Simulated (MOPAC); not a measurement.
MOPAC input (PM6):

```
PM6 FORCE THERMO(298,298) PRECISE LET GEO-OK AUX(PRECISION=9) THREADS=1
C2H6GeI2

C     1.79967839 1   -1.69875425 1   -0.35213804 1
Ge    0.09961073 1   -0.82409929 1   -0.15216568 1
C    -1.34291220 1   -2.07986631 1   -0.34560880 1
I    -0.12079376 1    0.96303411 1   -1.93144716 1
I    -0.02235773 1    0.22123840 1    2.15012333 1
H     2.64330243 1   -1.00353862 1   -0.24613047 1
H     1.94586051 1   -2.48662283 1    0.39878026 1
H     1.90397541 1   -2.17095821 1   -1.33810456 1
H    -2.32782067 1   -1.60640291 1   -0.23581116 1
H    -1.33534281 1   -2.56379721 1   -1.33137744 1
H    -1.29345567 1   -2.87945645 1    0.40551004 1
```

From the output:

```
     H   11   0.011636   0.006665   0.432236   0.430015   4.160765

          HEAT OF FORMATION =     -25.341232 KCALS/MOLE

          ZERO POINT ENERGY      42.413 KCAL/MOL

           NORMAL COORDINATE ANALYSIS (Total motion = 1 Angstrom)

   Root No.       1         2         3         4         5         6         7         8

                 1 A1      1 A2      1 B1      2 A2      1 B2      2 B1      2 A1      3 A1

                  60.8      78.8      86.8     120.4     120.8     153.6     171.8     207.9

           1    0.0471    0.0000   -0.0000    0.0000    0.0426    0.0000    0.0003   -0.0504
           2   -0.0757   -0.0000    0.0000   -0.0000   -0.0792   -0.0000    0.0924   -0.0379
           3   -0.0000    0.0014   -0.0002    0.0985   -0.0000    0.0913    0.0000    0.0000
           4    0.0491    0.0000    0.0000   -0.0000    0.0465   -0.0000    0.0025   -0.0641
           5   -0.0713    0.0000   -0.0000   -0.0000    0.0320    0.0000   -0.0037    0.0930
           6   -0.0000    0.0000    0.0008    0.0000   -0.0000   -0.0134    0.0000    0.0000
           7    0.0540   -0.0000    0.0000   -0.0000   -0.0589    0.0000   -0.0865    0.0534
           8   -0.0710    0.0000    0.0000    0.0000    0.0680   -0.0000    0.0326    0.0336
           9   -0.0000   -0.0014   -0.0002   -0.0985    0.0000    0.0913    0.0000    0.0000
          10   -0.0201    0.0010   -0.0008    0.0083   -0.0120    0.0067    0.0047    0.0178
          11    0.0291    0.0007    0.0012    0.0057   -0.0083   -0.0098   -0.0068   -0.0258
          12   -0.0891   -0.0000   -0.0002   -0.0000    0.0000   -0.0077   -0.0120   -0.0424
          13   -0.0201   -0.0010    0.0008   -0.0083   -0.0120   -0.0067    0.0047    0.0178
          14    0.0291   -0.0007   -0.0012   -0.0057   -0.0083    0.0098   -0.0068   -0.0258
          15    0.0891   -0.0000   -0.0002   -0.0000    0.0000   -0.0077    0.0120    0.0424
          16    0.0507    0.0000    0.0000    0.0000    0.1086    0.0000   -0.0662    0.0310
          17   -0.0769   -0.0000   -0.0000   -0.0000   -0.1069   -0.0000    0.1213   -0.0745
          18   -0.0000    0.1662    0.1641    0.1164   -0.0000    0.1261    0.0000   -0.0000
          19    0.0459    0.0021    0.0003    0.0515    0.0097    0.0589    0.0351   -0.0978
          20   -0.0772    0.1444    0.1445   -0.0074   -0.1070    0.0049    0.1213   -0.0755
          21    0.0002   -0.0810   -0.0836    0.1273   -0.0001    0.1168   -0.0002    0.0008
          22    0.0459   -0.0021   -0.0003   -0.0515    0.0097   -0.0589    0.0351   -0.0978
          23   -0.0772   -0.1444   -0.1445    0.0074   -0.1070   -0.0049    0.1213   -0.0755
          24   -0.0002   -0.0810   -0.0836    0.1273    0.0001    0.1168    0.0002   -0.0008
          25    0.0538   -0.0000    0.0000   -0.0000   -0.0612    0.0000   -0.0898    0.0585
          26   -0.0747    0.0000   -0.0000    0.0000    0.1396   -0.0000    0.1051   -0.0555
          27   -0.0000   -0.1662    0.1641   -0.1164    0.0000    0.1261    0.0000   -0.0000
          28    0.0558   -0.1357    0.1351   -0.0114   -0.0966    0.0255   -0.1259    0.1054
          29   -0.0704    0.0494   -0.0511   -0.0507    0.0471    0.0533    0.0104    0.0645
          30   -0.0002    0.0810   -0.0836   -0.1273   -0.0001    0.1168    0.0002   -0.0008
          31    0.0558    0.1357   -0.1351    0.0114   -0.0966   -0.0255   -0.1259    0.1054
          32   -0.0704   -0.0494    0.0511    0.0507    0.0471   -0.0533    0.0104    0.0645
          33    0.0002    0.0810   -0.0836   -0.1273    0.0001    0.1168   -0.0002    0.0008

   Root No.       9        10        11        12        13        14        15        16

                 3 B1      4 A1      2 B2      3 A2      3 B2      4 B1      5 A1      4 B2

                 236.2     633.4     646.2     843.1     843.9     872.7     888.9    1216.7

           1    0.0000    0.1382    0.1372   -0.0000    0.0030   -0.0000   -0.0023   -0.0015
           2   -0.0000    0.0038   -0.0064    0.0000    0.0340    0.0000   -0.0371   -0.0216
           3    0.0103   -0.0000   -0.0000   -0.0361    0.0000   -0.0369   -0.0000   -0.0000
           4    0.0000   -0.0155   -0.0352    0.0000   -0.0038    0.0000   -0.0031   -0.0000
           5   -0.0000    0.0226   -0.0243    0.0000   -0.0026   -0.0000    0.0046   -0.0000
           6    0.2267    0.0000    0.0000   -0.0000    0.0000    0.0072    0.0000    0.0000
           7    0.0000   -0.0528    0.0429    0.0000    0.0328   -0.0000    0.0355   -0.0207
           8   -0.0000   -0.1278    0.1305   -0.0000   -0.0093    0.0000   -0.0111    0.0063
           9    0.0103   -0.0000    0.0000    0.0361   -0.0000   -0.0369   -0.0000    0.0000
          10    0.0253   -0.0004   -0.0003   -0.0002    0.0001   -0.0001   -0.0000   -0.0000
          11   -0.0367    0.0007   -0.0002   -0.0001    0.0001    0.0002    0.0001   -0.0000
          12   -0.0647    0.0007   -0.0000    0.0000    0.0000    0.0000    0.0001   -0.0000
          13   -0.0253   -0.0004   -0.0003    0.0002    0.0001    0.0001   -0.0000   -0.0000
          14    0.0367    0.0007   -0.0002    0.0001    0.0001   -0.0002    0.0001   -0.0000
          15   -0.0647   -0.0007   -0.0000    0.0000    0.0000    0.0000   -0.0001   -0.0000
          16   -0.0000    0.1158    0.0899    0.0000    0.2059    0.0000   -0.2156    0.0839
          17    0.0000    0.0051    0.0038   -0.0000   -0.0620   -0.0000    0.0618   -0.0452
          18   -0.0492   -0.0000   -0.0000    0.0545   -0.0000    0.0532    0.0000   -0.0000
          19   -0.1152    0.1155    0.1253    0.1942   -0.1077    0.1933    0.1053   -0.0330
          20    0.0029    0.0026    0.0056    0.0039   -0.0617    0.0041    0.0528    0.1536
          21   -0.0467    0.0003    0.0004    0.0642   -0.0025    0.0620    0.0049   -0.1094
          22    0.1152    0.1155    0.1253   -0.1942   -0.1077   -0.1933    0.1053   -0.0330
          23   -0.0029    0.0026    0.0056   -0.0039   -0.0617   -0.0041    0.0528    0.1536
          24   -0.0467   -0.0003   -0.0004    0.0642    0.0025    0.0620   -0.0049    0.1094
          25   -0.0000   -0.0460    0.0355   -0.0000    0.0153    0.0000    0.0190   -0.0124
          26    0.0000   -0.1064    0.0827    0.0000    0.2145   -0.0000    0.2235    0.0945
          27   -0.0492   -0.0000    0.0000   -0.0545    0.0000    0.0532    0.0000    0.0000
          28   -0.0383   -0.0435    0.0499   -0.0728   -0.0960    0.0726   -0.0868    0.1318
          29   -0.1086   -0.1070    0.1151   -0.1801   -0.0787    0.1792   -0.0796   -0.0856
          30   -0.0467   -0.0003    0.0004   -0.0642   -0.0025    0.0620   -0.0049   -0.1094
          31    0.0383   -0.0435    0.0499    0.0728   -0.0960   -0.0726   -0.0868    0.1318
          32    0.1086   -0.1070    0.1151    0.1801   -0.0787   -0.1792   -0.0796   -0.0856
          33   -0.0467    0.0003   -0.0004   -0.0642    0.0025    0.0620    0.0049    0.1094

   Root No.      17        18        19        20        21        22        23        24

                 4 A2      5 B1      6 A1      5 B2      7 A1      5 A2      6 B2      8 A1

                1224.3    1226.0    1226.7    1268.9    1276.7    2677.7    2678.0    2679.9

           1   -0.0000   -0.0000    0.0012   -0.0308    0.0305   -0.0000    0.0002   -0.0000
           2    0.0000    0.0000   -0.0234    0.0019    0.0007    0.0000   -0.0249    0.0251
           3   -0.0229   -0.0228   -0.0000    0.0000   -0.0000   -0.0281   -0.0000    0.0000
           4   -0.0000    0.0000   -0.0001   -0.0012    0.0006    0.0000   -0.0001   -0.0001
           5   -0.0000   -0.0000    0.0001   -0.0008   -0.0009    0.0000   -0.0000    0.0001
           6    0.0000    0.0002    0.0000    0.0000   -0.0000   -0.0000    0.0000    0.0000
           7    0.0000   -0.0000    0.0214   -0.0092   -0.0115    0.0000   -0.0232   -0.0235
           8   -0.0000    0.0000   -0.0095   -0.0295   -0.0283   -0.0000    0.0090    0.0090
           9    0.0229   -0.0228   -0.0000   -0.0000   -0.0000    0.0281    0.0000    0.0000
          10   -0.0000    0.0000    0.0000   -0.0000   -0.0000   -0.0000   -0.0000   -0.0000
          11   -0.0000   -0.0000   -0.0000   -0.0000    0.0000   -0.0000   -0.0000    0.0000
          12   -0.0000   -0.0000   -0.0000    0.0000    0.0000    0.0000   -0.0000   -0.0000
          13    0.0000   -0.0000    0.0000   -0.0000   -0.0000    0.0000   -0.0000   -0.0000
          14    0.0000    0.0000   -0.0000   -0.0000    0.0000    0.0000   -0.0000    0.0000
          15   -0.0000   -0.0000    0.0000    0.0000   -0.0000    0.0000   -0.0000    0.0000
          16    0.0000    0.0000    0.0676    0.1442   -0.1449   -0.0000    0.0929   -0.0936
          17   -0.0000   -0.0000   -0.0393   -0.0652    0.0675    0.0000    0.2107   -0.2125
          18    0.2193    0.2192   -0.0000   -0.0000    0.0000   -0.0134    0.0000   -0.0000
          19   -0.0618   -0.0617   -0.0412    0.1410   -0.1409   -0.0907   -0.0481    0.0475
          20   -0.1105   -0.1106    0.1561    0.0238   -0.0367    0.1110    0.0472   -0.0471
          21    0.0240    0.0241   -0.1165    0.0600   -0.0519    0.1789    0.1022   -0.1012
          22    0.0618    0.0617   -0.0412    0.1410   -0.1409    0.0907   -0.0481    0.0475
          23    0.1105    0.1106    0.1561    0.0238   -0.0367   -0.1110    0.0472   -0.0471
          24    0.0240    0.0241    0.1165   -0.0600    0.0519    0.1789   -0.1022    0.1012
          25   -0.0000    0.0000    0.0127   -0.0096   -0.0115    0.0000    0.2299    0.2319
          26    0.0000   -0.0000   -0.0772    0.1580    0.1594   -0.0000    0.0118    0.0118
          27   -0.2193    0.2192   -0.0000    0.0000    0.0000    0.0134   -0.0000   -0.0000
          28    0.1253   -0.1253   -0.1312    0.0725    0.0845   -0.0715    0.0270    0.0271
          29    0.0184   -0.0183    0.0940    0.1233    0.1185    0.1242   -0.0617   -0.0611
          30   -0.0240    0.0241    0.1165    0.0600    0.0519   -0.1789    0.1022    0.1012
          31   -0.1253    0.1253   -0.1312    0.0725    0.0845    0.0715    0.0270    0.0271
          32   -0.0184    0.0183    0.0940    0.1233    0.1185   -0.1242   -0.0617   -0.0611
          33   -0.0240    0.0241   -0.1165   -0.0600   -0.0519   -0.1789   -0.1022   -0.1012

   Root No.      25        26        27

                 6 B1      7 B2      9 A1

                2681.2    2771.4    2775.6

           1   -0.0000   -0.0124    0.0127
           2    0.0000   -0.0006    0.0005
           3   -0.0283    0.0000   -0.0000
           4    0.0000   -0.0005    0.0002
           5    0.0000   -0.0003   -0.0004
           6   -0.0002    0.0000   -0.0000
           7   -0.0000   -0.0050   -0.0050
           8    0.0000   -0.0114   -0.0117
           9   -0.0283   -0.0000   -0.0000
          10   -0.0000    0.0000   -0.0000
          11    0.0000    0.0000    0.0000
          12   -0.0000   -0.0000    0.0000
          13    0.0000    0.0000   -0.0000
          14   -0.0000    0.0000    0.0000
          15   -0.0000   -0.0000   -0.0000
          16   -0.0000    0.0611   -0.0604
```
